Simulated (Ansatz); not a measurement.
Reaction (redistribution): `[SiH3][O][Sc]([Cl])[Cl]` + `[NH2][In]([F])[SH]` → `[NH2][Sc]([Cl])[Cl]` + `[F][In]([SH])[O][SiH3]`

Program: Ansatz. Geometries: PBE0-D4/def2-TZVP. ΔE: electronic, gas phase. CBS: MP2 limit from def2 TZ/QZ plus the TZ coupled-cluster correction, frozen cores. DFT in def2-TZVPP. B3LYP here is the variant with VWN-RPA as its local correlation; programs differ in this. def2 core potentials past Kr. For In, Sc outer-core shells are correlated without core-valence functions, which leaves a few kJ/mol of doubt a bond. Scalar relativity is left out up to krypton. One conformer a species, not always the lowest.

`[SiH3][O][Sc]([Cl])[Cl]`:

Cartesian coordinates in Å:
```
Si -0.435 1.135 -1.043
O 0.009 -0.036 0.020
Sc 0.513 -1.341 1.228
Cl 2.201 -0.873 2.706
Cl -0.581 -3.354 1.182
H -1.055 2.264 -0.303
H 0.763 1.620 -1.775
H -1.416 0.585 -2.015
```

`[NH2][In]([F])[SH]`:

Z-matrix (Å, degrees):
```
N
In 1 2.003
H 1 1.010 2 116.6
H 1 1.011 2 114.2 3 129.0
F 2 1.955 1 113.4 3 -154.3
S 2 2.356 1 133.2 3 33.0
H 6 1.345 2 91.3 1 174.1
```

`[NH2][Sc]([Cl])[Cl]`:

Cartesian coordinates in Å:
```
N 0.283 -0.365 -1.012
Sc -0.211 0.271 0.754
Cl -2.439 0.119 1.305
Cl 1.498 1.091 2.056
H -0.349 -0.753 -1.701
H 1.218 -0.364 -1.401
```

`[F][In]([SH])[O][SiH3]`:

Z-matrix (Å, degrees):
```
Si
O 1 1.637
H 1 1.489 2 111.3
H 1 1.486 2 108.1 3 -119.6
H 1 1.489 2 111.3 3 120.8
In 2 1.954 1 136.1 3 -59.2
S 6 2.341 2 126.7 1 -179.8
F 6 1.944 2 112.8 1 0.1
H 7 1.345 6 91.6 2 -180.0
```

```json
{"level": "r2SCAN-D4", "ΔE (kcal/mol)": "14.2"}
{"level": "PBE0-D4", "ΔE (kcal/mol)": "14.7"}
{"level": "B3LYP-D4", "ΔE (kcal/mol)": "14.5"}
{"level": "ωB97X-V", "ΔE (kcal/mol)": "14.4"}
{"level": "ωB97M-V", "ΔE (kcal/mol)": "14.3"}
{"level": "PBE", "ΔE (kcal/mol)": "14.4"}
{"level": "r2SCAN", "ΔE (kcal/mol)": "14.2"}
{"level": "HF/def2-TZVPP", "ΔE (kcal/mol)": "14.6"}
```

(1) What does CCSD(T)/CBS give? (Estimate.)

Largest T1 diagnostic among the species: 0.015.

Results:

(1) The calculation gave: +15.3 kcal/mol. The listed levels differ from it by -1.1, -0.6, -0.8, -0.9, -1.0, -0.9, -1.1, -0.7 kcal/mol.
